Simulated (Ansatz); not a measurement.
## Which is lower?

The two ends of one reaction step of SnH6O3, singlet (PBE0-D4/def2-TZVP).

A:

Sn1  (-0.660, -0.856, -0.862)
O2  (1.204, -0.416, -0.298)
H3  (-0.423, -2.174, -1.936)
H4  (-1.557, -1.335, 0.496)
H5  (-1.240, 0.507, -1.691)
H6  (1.131, 0.576, 1.137)
O7  (0.688, 1.183, 1.772)
O8  (-0.540, 1.388, 1.075)
H9  (1.813, -1.148, -0.408)
H10  (-0.416, 2.275, 0.715)
(Å)

B:

```xyz
10
angstrom
Sn -1.0783 -0.4517 -0.4763
O 1.8966 -1.0572 -0.0484
H -0.3964 -0.4479 -2.0270
H -1.0863 -1.9397 0.3434
H -2.6150 0.2976 -0.4454
H 1.6453 -0.2126 0.3580
O 0.0235 0.7702 0.7039
O -0.1106 2.0728 0.1085
H 2.2617 -1.5899 0.6609
H -0.5404 2.5585 0.8226
```

Ansatz 0.2.0; basis: def2-TZVPP; cores frozen in the correlated methods. Filled d shells of the heavier atoms are correlated. Core potentials replace the inner electrons of the atoms past krypton. The def2 sets are not built for correlating such inner shells, so the correlated values are less sure here. B3LYP uses VWN-RPA correlation.

Question: Which structure is lower at CCSD(T), and by how much? (Judge from chemistry; the value comes from the calculation.)

Answer: By the calculation: A, by 10.8 kJ/mol (electronic energy, against the other). By their contacts, A is a complex of SnH₄O ([OH][SnH3]) + H₂O₂ ([OH][OH]) and B is a complex of SnH₄O₂ ([OH][O][SnH3]) + H₂O.

All methods give the same order:

| method | E(B) − E(A) (kJ/mol) |
| --- | --- |
| SPW92 | 13.9 |
| PBE-D4 | 7.6 |
| BLYP-D4 | 5.6 |
| r2SCAN-D4 | 9.0 |
| B97M-V | 8.4 |
| PBE0-D4 | 12.0 |
| B3LYP-D4 | 9.6 |
| r2SCAN0-D4 | 12.5 |
| BHLYP-D4 | 13.5 |
| CAM-B3LYP-D4 | 12.5 |
| wB97X-V | 12.0 |
| wB97M-V | 11.6 |
| B2PLYP | 9.5 |
| PBE-QIDH | 13.0 |
| RPA on PBE | 10.4 |
| HF | 14.1 |
| MP2 | 10.6 |
| CCSD | 11.8 |
| CCSD(T) | 10.8 |

The T1 diagnostic stays at or below 0.014.

Labels in which every atom is bracketed show which atoms are joined, not bond orders.

For scale, one of the runs: CCSD(T)/def2-TZVPP, 227 basis functions, launched by `ansatz run in.yaml --threads 8 --pin off --events-out ev --progress --plain --max-ram 19148MiB`. The run took 100 s on 8 CPU threads of an Arm Neoverse V1 (shared host), with 4.5 GiB of host memory at its peak.
